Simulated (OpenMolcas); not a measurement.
neutral phosphorus: Slater's ratio, worked from levels

```json
{"Program": "OpenMolcas 26.06", "Basis": "ANO-RCC-VQZP [6s5p3d2f1g]", "Scalar Hamiltonian": "DKH3, point nucleus", "Active space": "5 electrons in 4 orbitals (3s 3p)", "State averaging": "2S+1 = 4 odd, 1 root; 2S+1 = 2 odd, 8 roots", "Spin-orbit coupling": "RASSI with atomic mean-field integrals over the reference wave functions, term energies averaged over their components"}
```

Methods: CASSCF; SS-CASPT2, IPEA 0.25 Eh, imaginary shift 0.1 Eh (closed shells correlated: 2s 2p). Measured levels: NIST Handbook of Basic Atomic Spectroscopic Data.

**Slater's ratio.** With one set of orbitals, p3 has 2D* - 4S* = 9 F2 and 2P* - 2D* = 6 F2 (F2 = F²/25), a ratio of 2/3. Term energies are centres of gravity, weighted by 2J + 1.

```csv
Source,2D* - 4S*,2P* - 4S*,F2 from the first,Ratio
CASSCF,15343,20718,1705,0.350
SS-CASPT2,11251,18382,1250,0.634
measured,11370,18740,1263,0.648
```

Energies in cm-1. A ratio away from 2/3 shows effects beyond one configuration with one set of orbitals, and in heavier atoms second-order spin-orbit shifts. In CASSCF the valence s occupation is 1.95 in 2P* against 2.00 in 2D*: mixing out of s² acts most on 2P* and pulls it down.

CASPT2 does not keep the components of a term degenerate, so their means are used; among the terms shown or strongly mixed into the levels shown the widest spread is 180 cm-1 (3s2 3p3 2D*, SS-CASPT2). No level of 3s 3p4 was computed, though it lies in the active space. Without dynamic correlation excited terms often stand tens of per cent too high (terms of higher spin than the ground term too low), and those without a measured partner can miss by more than the paired ones (holds for CASSCF). Computed and measured levels are paired by configuration, term and J; levels that our copy of the source lacks, or whose pairing is in doubt (as where it misses far off the trend of its configuration), stay unpaired and out of the deviations. Only configurations of the active space appear.

* marks odd parity.
